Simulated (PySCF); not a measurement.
Compound: C₅H₁₇N₃Si.
Numbering: `[CH3:1][N:2]([CH3:3])[SiH2:4][N:5]([CH3:6])[CH2:7][CH2:8][NH2:9]` (hydrogens: H10, H11, H12 on C1; H13, H14, H15 on C3; H16, H17 on Si4; H18, H19, H20 on C6; H21, H22 on C7; H23, H24 on C8; H25, H26 on N9)

Structure used (GFN2-xTB), in Å, numbered top down from 1:
```xyz
26
C5H17N3Si angstrom
C      3.2774   -0.1708   -0.7536
N      1.8932    0.1152   -0.4878
C      1.6810    1.5053   -0.1689
Si     0.8480   -1.1148    0.1070
N     -0.7525   -0.6031   -0.2542
C     -1.1056   -0.1021   -1.5606
C     -1.8681   -1.0709    0.5408
C     -2.1606   -0.1274    1.7236
N     -2.4857    1.2366    1.3525
H      3.9086    0.0212    0.1236
H      3.6380    0.4581   -1.5735
H      3.3891   -1.2137   -1.0349
H      2.2711    1.8168    0.7023
H      1.9739    2.1328   -1.0173
H      0.6303    1.6741    0.0476
H      1.2835   -2.3320   -0.5956
H      0.8603   -1.3504    1.5589
H     -0.2085    0.2550   -2.0592
H     -1.5607   -0.8824   -2.1840
H     -1.8176    0.7262   -1.4851
H     -2.7584   -1.1422   -0.0928
H     -1.6616   -2.0691    0.9369
H     -2.9966   -0.5286    2.3040
H     -1.2773   -0.0896    2.3648
H     -1.7150    1.6308    0.8225
H     -3.3076    1.2475    0.7562
```

The calculation used PBE0/pcSseg-1 in PySCF (dipole) on a GFN2-xTB geometry, gas phase.

Take the most abundant isotopes and a rigid rotor. The values belong to one conformer with, in the numbering `[CH3:1][N:2]([CH3:3])[SiH2:4][N:5]([CH3:6])[CH2:7][CH2:8][NH2:9]`, C1–N2–Si4–N5 -159°, N2–Si4–N5–C6 47°, Si4–N5–C7–C8 91°, N5–C7–C8–N9 59°, C7–C8–N9–H -59° and 59°.

(1) Give the principal moments of inertia and the rotational constants in MHz.

(2) Classify the top.

(3) What does the inertial defect say?

(4) List the rotational levels J(Ka,Kc) to J = 4 (cm⁻¹).

(5) Which types of transition are allowed, and where do some lines up to J = 2 fall?

(6) Estimate the classical rotational partition function at 10 K, 100 K and 200 K.

## Answers

(1) Ia = 223.84, Ib = 668.43, Ic = 712.81 u·Å²; 505379 MHz·u·Å²/I gives A = 2258, B = 756.1, C = 709.0 MHz.

(2) A near-prolate asymmetric top: κ = (2 × 756.1 − 2258 − 709.0)/(2258 − 709.0) = -0.94.

(3) Not planar: Δ = Ic − Ia − Ib = -179.46 u·Å². For a rigid frame Δ = −2 Σ m c², so Σ m c² = 89.73 u·Å² lies off the ab plane: 28.50 from hydrogen and 61.23 from heavier atoms. The atom farthest from that plane is 2.36 Å away.

(4) Above 0(0,0):
J = 1: 1(0,1) 0.0489, 1(1,1) 0.0990, 1(1,0) 0.1005
J = 2: 2(0,2) 0.1466, 2(1,2) 0.1951, 2(1,1) 0.1998, 2(2,1) 0.3501, 2(2,0) 0.3501
J = 3: 3(0,3) 0.2930, 3(1,3) 0.3394, 3(1,2) 0.3488, 3(2,2) 0.4967, 3(2,1) 0.4969, 3(3,1) 0.7511, 3(3,0) 0.7511
J = 4: 4(0,4) 0.4881, 4(1,4) 0.5316, 4(1,3) 0.5473, 4(2,3) 0.6922, 4(2,2) 0.6927, 4(3,2) 0.9467, 4(3,1) 0.9467, 4(4,1) 1.3027, 4(4,0) 1.3027

(5) The dipole components are |μa| = 0.66 D, |μb| = 0.48 D, |μc| = 1.16 D. The squared components, which scale the intensities, stand as 0.32 : 0.17 : 1.00 (a : b : c). Some lines, for components of 0.1 D or more:

| type | branch | J(Ka,Kc) | MHz | lower level (cm⁻¹) |
| --- | --- | --- | --- | --- |
| b | R | 2(0,2) ← 1(1,1) | 1427 | 0.099 |
| a | R | 1(0,1) ← 0(0,0) | 1465 | 0.000 |
| c | Q | 1(1,1) ← 1(0,1) | 1502 | 0.049 |
| b | Q | 1(1,0) ← 1(0,1) | 1549 | 0.049 |
| b | Q | 2(1,1) ← 2(0,2) | 1597 | 0.147 |
| a | R | 2(1,2) ← 1(1,1) | 2883 | 0.099 |
| a | R | 2(0,2) ← 1(0,1) | 2929 | 0.049 |
| b | R | 1(1,1) ← 0(0,0) | 2967 | 0.000 |
| c | R | 1(1,0) ← 0(0,0) | 3014 | 0.000 |
| b | R | 2(1,2) ← 1(0,1) | 4385 | 0.049 |
| c | Q | 2(2,1) ← 2(1,1) | 4505 | 0.200 |
| b | Q | 2(2,0) ← 2(1,1) | 4506 | 0.200 |
| c | R | 2(1,1) ← 1(0,1) | 4526 | 0.049 |
| b | Q | 2(2,1) ← 2(1,2) | 4646 | 0.195 |
| c | R | 2(2,1) ← 1(1,1) | 7529 | 0.099 |
| b | R | 2(2,0) ← 1(1,1) | 7530 | 0.099 |

(6) Point group C1, symmetry number σ = 1; q = (√π/σ)·√((kT/h)³/(ABC)), k/h = 20836.6 MHz/K: 4850 at 10 K, 153000 at 100 K, 433000 at 200 K.

Whether it is a minimum is left open (no frequencies). No vibrational averaging or centrifugal distortion is included, and the geometry carries the error of its method. A rigid rotor knows nothing of inversion at nitrogen or internal rotation, which can split or shift real lines. Quadrupole hyperfine structure (14N) is left out.

The run took 62 s wall on one thread, Arm Neoverse V1, no GPU, shared host. This is the PBE0/pcSseg-1 job that gave the dipole, with the shieldings it also computed.
